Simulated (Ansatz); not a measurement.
# Predicting a hybrid from its neighbours: SnCl2

SnCl2: 3 atoms, total charge 0, spin state singlet. SMILES: `[Cl][Sn][Cl]`. Geometry: a GFN2-xTB relaxation, a rough one for these elements and not checked as a minimum.

The HOMO–LUMO gap y, in eV, basis def2-SVP with a core potential; a is the functional's share of exact exchange. Programs: Ansatz 0.2.0.

```
functional  program     a  y (eV)
       PBE   Ansatz     0    3.10
    revPBE   Ansatz     0    3.14
     B3LYP   Ansatz   0.2       ?
      PBE0   Ansatz  0.25    4.83
     BHLYP   Ansatz   0.5    6.46
```

Fit y = c + s·a to the known rows and predict B3LYP.


1. Means of the 4 rows: a = 0.1875, y = 4.383.
2. Σ(Δa)² = 0.17188, Σ(Δa·Δy) = 1.1506, so the slope is 1.1506/0.17188 = 6.6942.
3. Intercept: 4.383 − (6.6942) × 0.1875 = 3.128. The largest residual of the fit is 0.028.
4. B3LYP: 3.128 + (6.6942) × 0.2 = 4.47 eV.

The run gave 4.41 eV, so the prediction is off by +0.06 eV, more than the scatter of the fit. Exact exchange lowers occupied levels and raises empty ones.
